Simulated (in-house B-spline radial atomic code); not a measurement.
Spin-orbit splittings of orbital energies (j = l + 1/2 less j = l - 1/2) and ratios of mean radii (lower j over upper j) along the 57-electron series, configuration [Kr] 4d10 4f9 5s2. Computed with an all-electron radial atomic-structure program (B-spline basis): Dirac-Hartree-Fock, average of the configuration, finite nuclei.

```json
{"ion": "Ho10+", "Z": "67", "splitting of 4f (eV)": "1.1513", "radius ratio of 4f": "0.99092", "splitting of 3d (eV)": "39.468", "radius ratio of 3d": "0.9802", "splitting of 4d (eV)": "7.7306", "radius ratio of 4d": "0.9827"}
{"ion": "Er11+", "Z": "68", "splitting of 4f (eV)": "1.3379", "radius ratio of 4f": "0.99104", "splitting of 3d (eV)": "42.441", "radius ratio of 3d": "0.97959", "splitting of 4d (eV)": "8.4544", "radius ratio of 4d": "0.98246"}
{"ion": "Tm12+", "Z": "69", "splitting of 4f (eV)": "1.5413", "radius ratio of 4f": "0.99109", "splitting of 3d (eV)": "45.582", "radius ratio of 3d": "0.97897", "splitting of 4d (eV)": "9.2334", "radius ratio of 4d": "0.98221"}
```
